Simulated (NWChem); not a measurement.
Everything below was run with NWChem. System: thiophenol (C6H6S), charge 0, spin multiplicity 1, at a geometry optimised with PBE0/def2-SVP. Level: MP2/def2-SVP, 11 core orbitals frozen.

Job file:

```
start mol
memory heap 200 mb stack 900 mb global 1100 mb
geometry units angstroms nocenter noautoz
  S     -2.247180     0.391497     0.000000
  C     -0.509895     0.067898     0.000000
  C      0.356892     1.169167     0.000000
  C      1.735249     0.974686     0.000000
  C      2.270060    -0.313326     0.000000
  C      1.408385    -1.408790     0.000000
  C      0.027328    -1.225128     0.000000
  H     -2.648357    -0.896475     0.000000
  H     -0.051815     2.183002     0.000000
  H      2.398081     1.843664     0.000000
  H      3.351989    -0.462147     0.000000
  H      1.812048    -2.424479     0.000000
  H     -0.635175    -2.094556     0.000000
  symmetry group Cs
end
basis spherical
  * library def2-svp
end
scf
  rhf
  nopen 0
  maxiter 100
  thresh 1e-7
  semidirect memsize 60000000 filesize 0
end
mp2
  freeze core 11
end
task mp2 energy
```

NWChem printed:

```
             Northwest Computational Chemistry Package (NWChem) 7.3.0
             --------------------------------------------------------

                                NWChem Input Module
                                -------------------

 Scaling coordinates for geometry "geometry" by  1.889725989
 (inverse scale =  0.529177249)

 Turning off AUTOSYM since
 SYMMETRY directive was detected!

                             Geometry "geometry" -> ""
                             -------------------------

 Output coordinates in angstroms (scale by  1.889725989 to convert to a.u.)

  No.       Tag          Charge          X              Y              Z
 ---- ---------------- ---------- -------------- -------------- --------------
    1 S                   16.0000    -2.24718000     0.39149700     0.00000000
    2 C                    6.0000    -0.50989500     0.06789800     0.00000000
    3 C                    6.0000     0.35689200     1.16916700     0.00000000
    4 C                    6.0000     1.73524900     0.97468600     0.00000000
    5 C                    6.0000     2.27006000    -0.31332600     0.00000000
    6 C                    6.0000     1.40838500    -1.40879000     0.00000000
    7 C                    6.0000     0.02732800    -1.22512800     0.00000000
    8 H                    1.0000    -2.64835700    -0.89647500     0.00000000
    9 H                    1.0000    -0.05181500     2.18300200     0.00000000
   10 H                    1.0000     2.39808100     1.84366400     0.00000000
   11 H                    1.0000     3.35198900    -0.46214700     0.00000000
   12 H                    1.0000     1.81204800    -2.42447900     0.00000000
   13 H                    1.0000    -0.63517500    -2.09455600     0.00000000

 Effective nuclear repulsion energy (a.u.)     318.8851127593

            Nuclear Dipole moment (a.u.)
            ----------------------------
        X                 Y               Z
 ---------------- ---------------- ----------------
     0.0000094486     0.0000056692     0.0000000000

      Symmetry information
      --------------------

 Group name             Cs
 Group number              2
 Group order               2
 No. of unique centers    13

      Symmetry unique atoms

     1    2    3    4    5    6    7    8    9   10   11   12   13


 Summary of "ao basis" -> "" (spherical)
 ------------------------------------------------------------------------------
       Tag                 Description            Shells   Functions and Types
 ---------------- ------------------------------  ------  ---------------------
 *                          def2-svp                  on all atoms

 Summary of "ao basis" -> "ao basis" (spherical)
 ------------------------------------------------------------------------------
       Tag                 Description            Shells   Functions and Types
 ---------------- ------------------------------  ------  ---------------------
 S                          def2-svp                 8       18   4s3p1d
 C                          def2-svp                 6       14   3s2p1d
 H                          def2-svp                 3        5   2s1p

                                 NWChem SCF Module
                                 -----------------

  ao basis        = "ao basis"
  functions       =   132
  atoms           =    13
  closed shells   =    29
  open shells     =     0
  charge          =   0.00
  wavefunction    = RHF
  use symmetry    = T
  symmetry adapt  = T

 Summary of "ao basis" -> "ao basis" (spherical)
 ------------------------------------------------------------------------------
       Tag                 Description            Shells   Functions and Types
 ---------------- ------------------------------  ------  ---------------------
 S                          def2-svp                 8       18   4s3p1d
 C                          def2-svp                 6       14   3s2p1d
 H                          def2-svp                 3        5   2s1p

      Symmetry analysis of basis
      --------------------------

        a'         97
        a"         35

 Forming initial guess at       0.1s

      Superposition of Atomic Density Guess
      -------------------------------------

 Sum of atomic energies:        -626.09185568

      Non-variational initial energy
      ------------------------------

 Total energy =    -630.775361
 1-e energy   =   -1488.358688
 2-e energy   =     538.698214
 HOMO         =      -0.244025
 LUMO         =      -0.011402

      Symmetry analysis of molecular orbitals - initial
      -------------------------------------------------

  Numbering of irreducible representations:

     1 a'          2 a"

  Orbital symmetries:

     1 a'          2 a'          3 a'          4 a'          5 a'
     6 a'          7 a'          8 a'          9 a'         10 a'
    11 a"         12 a'         13 a'         14 a'         15 a'
    16 a'         17 a'         18 a'         19 a'         20 a'
    21 a'         22 a'         23 a"         24 a'         25 a'
    26 a'         27 a"         28 a"         29 a"         30 a"
    31 a"         32 a'         33 a'         34 a'         35 a'
    36 a'         37 a"         38 a'         39 a'

 Starting SCF solution at       2.1s

 ----------------------------------------------
         Quadratically convergent ROHF

 Convergence threshold     :          1.000E-07
 Maximum no. of iterations :          100
 Final Fock-matrix accuracy:          1.000E-09
 ----------------------------------------------

              iter       energy          gnorm     gmax       time
[...]
     1 a'          2 a'          3 a'          4 a'          5 a'
     6 a'          7 a'          8 a'          9 a'         10 a'
    11 a"         12 a'         13 a'         14 a'         15 a'
    16 a'         17 a'         18 a'         19 a'         20 a'
    21 a'         22 a'         23 a"         24 a'         25 a'
    26 a'         27 a"         28 a"         29 a"         30 a"
    31 a"         32 a'         33 a'         34 a'         35 a'
    36 a'         37 a'         38 a'         39 a"

             Final eigenvalues
             -----------------

              1
    1  -91.9291
    2  -11.2784
    3  -11.2488
    4  -11.2480
    5  -11.2475
    6  -11.2457
    7  -11.2410
    8   -8.9644
    9   -6.6524
   10   -6.6510
   11   -6.6488
   12   -1.1562
   13   -1.0513
   14   -1.0126
   15   -0.9426
   16   -0.8298
   17   -0.8020
   18   -0.7007
   19   -0.6467
   20   -0.6319
   21   -0.5959
   22   -0.5794
   23   -0.5241
   24   -0.5241
   25   -0.5034
   26   -0.4690
   27   -0.4165
   28   -0.3475
   29   -0.3068
   30    0.1249
   31    0.1267
   32    0.1540
   33    0.1897
   34    0.2175
   35    0.2370
   36    0.2564
   37    0.2722
   38    0.2804
   39    0.3369

                       ROHF Final Molecular Orbital Analysis
                       -------------------------------------

 Vector   27  Occ=2.000000D+00  E=-4.165108D-01  Symmetry=a"
              MO Center= -5.2D-01,  9.8D-02, -1.7D-15, r^2= 5.3D+00
   Bfn.  Coefficient  Atom+Function         Bfn.  Coefficient  Atom+Function
  ----- ------------  ---------------      ----- ------------  ---------------
    13      0.461084   1 S  pz               10      0.328223   1 S  pz
    66     -0.236150   5 C  pz                7      0.185181   1 S  pz
    69     -0.168959   5 C  pz               24      0.166880   2 C  pz
    80     -0.167070   6 C  pz               52     -0.162087   4 C  pz

 Vector   28  Occ=2.000000D+00  E=-3.475412D-01  Symmetry=a"
              MO Center=  8.6D-01, -1.1D-01, -1.0D-15, r^2= 3.1D+00
   Bfn.  Coefficient  Atom+Function         Bfn.  Coefficient  Atom+Function
  ----- ------------  ---------------      ----- ------------  ---------------
    94     -0.289616   7 C  pz               38      0.283000   3 C  pz
    52      0.280174   4 C  pz               80     -0.271002   6 C  pz
    97     -0.238148   7 C  pz               41      0.231088   3 C  pz
    55      0.224103   4 C  pz               83     -0.216601   6 C  pz

 Vector   29  Occ=2.000000D+00  E=-3.068105D-01  Symmetry=a"
              MO Center= -2.8D-01,  6.0D-02, -1.1D-15, r^2= 4.9D+00
   Bfn.  Coefficient  Atom+Function         Bfn.  Coefficient  Atom+Function
  ----- ------------  ---------------      ----- ------------  ---------------
    13      0.472116   1 S  pz               10      0.283729   1 S  pz
    66      0.263049   5 C  pz               24     -0.250333   2 C  pz
    69      0.232714   5 C  pz               27     -0.206727   2 C  pz
    38     -0.183917   3 C  pz               94     -0.174584   7 C  pz
     7      0.160246   1 S  pz               41     -0.153079   3 C  pz

 Vector   30  Occ=0.000000D+00  E= 1.249235D-01  Symmetry=a"
              MO Center=  9.0D-01, -1.3D-01,  1.5D-15, r^2= 3.8D+00
   Bfn.  Coefficient  Atom+Function         Bfn.  Coefficient  Atom+Function
  ----- ------------  ---------------      ----- ------------  ---------------
    83      0.525748   6 C  pz               55     -0.520024   4 C  pz
    41      0.513698   3 C  pz               97     -0.513425   7 C  pz
    80      0.278760   6 C  pz               52     -0.277045   4 C  pz
    38      0.269800   3 C  pz               94     -0.267646   7 C  pz

 Vector   31  Occ=0.000000D+00  E= 1.267176D-01  Symmetry=a"
              MO Center=  7.3D-01, -9.9D-02,  6.9D-14, r^2= 4.1D+00
   Bfn.  Coefficient  Atom+Function         Bfn.  Coefficient  Atom+Function
  ----- ------------  ---------------      ----- ------------  ---------------
    27      0.629360   2 C  pz               69      0.576896   5 C  pz
    24      0.347674   2 C  pz               97     -0.308168   7 C  pz
    66      0.305985   5 C  pz               41     -0.302139   3 C  pz
    55     -0.287397   4 C  pz               83     -0.283725   6 C  pz
    13     -0.250161   1 S  pz               52     -0.157425   4 C  pz

 Vector   32  Occ=0.000000D+00  E= 1.540008D-01  Symmetry=a'
              MO Center= -1.5D+00, -6.3D-01, -3.7D-14, r^2= 6.9D+00
   Bfn.  Coefficient  Atom+Function         Bfn.  Coefficient  Atom+Function
  ----- ------------  ---------------      ----- ------------  ---------------
   104      0.998532   8 H  s               129      0.894731  13 H  s
    21     -0.743246   2 C  s               109      0.642905   9 H  s
    12      0.632462   1 S  py               77     -0.609444   6 C  s
     4     -0.507332   1 S  s                96      0.490362   7 C  py
    11      0.468028   1 S  px               40     -0.461976   3 C  py

 center of mass
 --------------
 x =  -0.07095421 y =   0.03135679 z =   0.00000000

 moments of inertia (a.u.)
 ------------------
         340.443302764753         120.814731907922           0.000000000000
         120.814731907922        1127.155838819471           0.000000000000
           0.000000000000           0.000000000000        1467.599141584223

  Mulliken analysis of the total density
  --------------------------------------

    Atom       Charge   Shell Charges
 -----------   ------   -------------------------------------------------------
    1 S   16    15.98   2.00  1.99  1.17  0.66  5.94  1.77  2.38  0.08
    2 C    6     6.13   1.99  0.92  0.06  2.00  1.10  0.05
    3 C    6     6.03   1.99  0.88  0.29  2.03  0.79  0.04
    4 C    6     6.03   1.99  0.89  0.25  2.01  0.85  0.04
    5 C    6     6.05   1.99  0.88  0.26  2.02  0.85  0.04
    6 C    6     6.02   1.99  0.89  0.25  2.01  0.84  0.04
    7 C    6     6.05   1.99  0.88  0.29  2.02  0.82  0.04
    8 H    1     0.93   0.72  0.18  0.03
    9 H    1     0.95   0.76  0.17  0.03
   10 H    1     0.95   0.76  0.17  0.03
   11 H    1     0.95   0.76  0.17  0.03
   12 H    1     0.95   0.76  0.17  0.03
   13 H    1     0.96   0.76  0.18  0.03

       Multipole analysis of the density wrt the origin
       ------------------------------------------------

     L   x y z        total         open         nuclear
     -   - - -        -----         ----         -------
     0   0 0 0     -0.000000      0.000000     58.000000

     1   1 0 0      0.289508      0.000000      0.000009
     1   0 1 0     -0.404453      0.000000      0.000006
     1   0 0 1      0.000000      0.000000      0.000000

     2   2 0 0    -33.818052      0.000000    613.161325
     2   1 1 0      2.549979      0.000000    -56.905872
     2   1 0 1      0.000000      0.000000      0.000000
     2   0 2 0    -32.390467      0.000000    204.735104
     2   0 1 1     -0.000000      0.000000      0.000000
     2   0 0 2    -40.545917      0.000000      0.000000

                   NWChem MP2 Semi-direct Energy/Gradient Module
                   ---------------------------------------------

  Basis functions       =    132
  Molecular orbitals    =    132
  Frozen core           =     11
  Frozen virtuals       =      0
  Active alpha occupied =     18
  Active beta occupied  =     18
  Active alpha virtual  =    103
  Active beta virtual   =    103
  Use MO symmetry       = T
  Use skeleton AO sym   = T

  AO/Fock/Back tols     =   1.0D-09  1.0D-09  1.0D-09

 GA uses MA = F    GA memory limited = T

 Available:
  local mem=  1.26D+08
 global mem=  1.44D+08
 local disk=  0.00D+00
  mp2_memr nvloc                   103
  nvloc new                   103
   1 passes of  18:        3145728                      82821                  51820230.
   1 passes of  18: M    126131932           G      144144352           F     122986204.

 Semi-direct pass number   1 of   1  for RHF alpha+beta  at        6.0s
  vrange nnbf                  8216
  mp2_eaftype                   197  avail_ma_in_mb                  1099
 EAF : mp2_eaftype filesize         197   25910115.
  mp2_eaf for mointskh                    197
Node 0 wrote    121.9 Mb in      0.0 s     Agg I/O rate:  3091.6 Mb/s
 Done moints_semi at       13.2s
  mp2_eaftype                   197  avail_ma_in_mb                   902
 EAF : mp2_eaftype filesize         197   25910115.
  mp2_eaf for kh                   197
 Done maket at       13.8s
 Done multipass loop at       13.8s

          -------------------------------------------
          SCF energy                -627.934773917496
          Correlation energy          -0.912664012228
          Singlet pairs               -0.555929278426
          Triplet pairs               -0.356734733802
          Total MP2 energy          -628.847437929724
          -------------------------------------------

          ---------------------------------------------------
                    Spin Component Scaled (SCS) MP2
          Same spin pairs                     -0.237823155868
          Same spin scaling factor             0.333333333333
          Opposite spin pairs                 -0.674840856360
          Opposite spin scaling fact.          1.200000000000
          SCS-MP2 correlation energy          -0.889083412921
          Total SCS-MP2 energy              -628.823857330417
          ---------------------------------------------------

 -----------------------
 Performance information
 -----------------------

 Timer overhead =  1.52D-07 seconds/call

               Nr. of calls         CPU time (s)                 Wall time (s)                GFlops
             ---------------    -------------------     ------------------------------   -------------------
Name         Min   Avg   Max    Min     Avg     Max     Min     Avg     Max   Mx/calls   Min     Max     Sum
mp2: moin     1     1     1    7.3     7.3     7.3      7.3     7.3     7.3     7.3      0.0     0.0     0.0
mp2: make     1     1     1   0.58    0.58    0.58     0.58    0.58    0.58    0.58      0.0     0.0     0.0
mp2: tota     1     1     1    7.9     7.9     7.9      7.9     7.9     7.9     7.9      0.0     0.0     0.0

 The average no. of pstat calls per process was 3.00D+00
 with a timing overhead of 4.55D-07s

 Task  times  cpu:       13.8s     wall:       13.8s

 Total times  cpu:       13.8s     wall:       13.8s
```
